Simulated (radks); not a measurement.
The numbers below are computed, except where a source is named.
Problem. Valence configurations of Cd II (all share [Kr]). Code: a radial shooting solver on a logarithmic mesh with Libxc functionals. Model: scalar-relativistic Kohn-Sham, PBE, spin-polarised, spherical densities, finite nucleus; open shells are filled with parallel spins first (spin-orbit coupling, left out, can overturn this in heavy ions); Fermi nuclear charge, rms radius 4.6087 fm. Order these by energy: 4d10 5s0.5 5p0.5; 4d9.5 5s1 5p0.5; 4d8 5s2 5p1; 4d8 5p3; 4d9 5p2; 4d10 5s1; 4d9 5s2; 4d10 5p1; 4d8 5s1 5p2; 4d9 5s1 5p1.

Solution. From the lowest, in eV above it: 4d10 5s1 0.000; 4d10 5s0.5 5p0.5 2.885; 4d10 5p1 5.804; 4d9.5 5s1 5p0.5 6.675; 4d9 5s2 8.741; 4d9 5s1 5p1 14.089; 4d9 5p2 20.669; 4d8 5s2 5p1 26.015; 4d8 5s1 5p2 31.163; 4d8 5p3 38.473. NIST lists [Kr] 4d10 5s1 as the ground configuration; this level of theory agrees among the configurations tried. The energies are those of spherical high-spin densities, not of single terms.
